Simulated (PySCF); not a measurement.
## Radial density of Te⁻ (tellurium, charge -1)

BP86, [Kr] 4d10 5s2 5p5, 2P determinant. All numbers are calculated (PySCF 2.14, scalar relativity through the core potential, in def2-QZVPPD with the def2 core potential (28 electrons) (8s7p5d4f1g, 91 functions)). This is the valence pseudo-density: the core potential removes the inner electrons and smooths the orbitals near the nucleus.

| r (bohr) | 4πr²ρ (e/bohr) | 4πr²(ρα − ρβ) |
| --- | --- | --- |
| 0.00215 | 2.552e-05 | 0.0000 |
| 0.00361 | 6.921e-05 | 0.0000 |
| 0.00607 | 0.0001765 | 0.0000 |
| 0.0102 | 0.0004070 | 0.0000 |
| 0.0172 | 0.0008404 | 0.0000 |
| 0.0289 | 0.001419 | 0.0000 |
| 0.0486 | 0.001947 | 0.0000 |
| 0.0817 | 0.003489 | 0.0000 |
| 0.137 | 0.02264 | 0.0000 |
| 0.231 | 0.2984 | 0.0007 |
| 0.389 | 4.704 | 0.0175 |
| 0.654 | 24.53 | 0.0724 |
| 1.10 | 13.95 | 0.0092 |
| 1.85 | 4.160 | 0.3989 |
| 3.11 | 1.760 | 0.2976 |
| 5.24 | 0.2781 | 0.0375 |
| 8.81 | 0.01606 | -0.0002 |
| 14.8 | 0.0002719 | 0.0000 |

Energies and moments cover only the electrons outside the core potential. At BP86 the highest occupied level has a positive energy, so only the finite basis holds that electron; in a semilocal or global hybrid functional this comes from self-interaction and does not mean that the real anion is unbound.
